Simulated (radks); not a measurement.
Values are calculated unless marked as measured or tabulated.
Species: the niobium ion Nb10+. Configuration: [Ar] 3d(3/2: 3, 5/2: 6) 4s2 4p(1/2: 2, 3/2: 0) (not the ground configuration). Level of theory: Dirac Kohn-Sham, relativistic LDA (MacDonald-Vosko exchange, VWN5 correlation), spin-unpolarised, spherical densities, finite nucleus; Fermi nuclear charge, rms radius 4.324 fm (a radial shooting solver on a logarithmic mesh with Libxc functionals). Some entries of the table are withheld. Estimate them.

orbital,occ.,eigenvalue (Ry),<1/r> (bohr^-1),r(max) (bohr)
1s1/2,2,(1),42.25,0.02358
2s1/2,2,-208.2019,9.603,(2)
2p1/2,2,-192.7026,9.586,0.1040
2p3/2,4,-185.7124,9.153,0.1077
3s1/2,2,-46.78091,3.313,0.3942
3p1/2,2,(3),3.221,(4)
3p3/2,4,(5),3.117,(6)
3d3/2,3,-29.35668,2.943,0.3269
3d5/2,6,-29.13101,2.917,0.3294
4s1/2,2,-16.34117,1.360,0.9594
4p1/2,2,-14.41712,1.284,0.9964
4p3/2,0,-14.17207,1.257,1.014

Answer. 
(1) 1s1/2 eigenvalue (Ry): -1390.192
(2) 2s1/2 r(max) (bohr): 0.1337
(3) 3p1/2 eigenvalue (Ry): -40.91279
(4) 3p1/2 r(max) (bohr): 0.3805
(5) 3p3/2 eigenvalue (Ry): -39.73637
(6) 3p3/2 r(max) (bohr): 0.3895
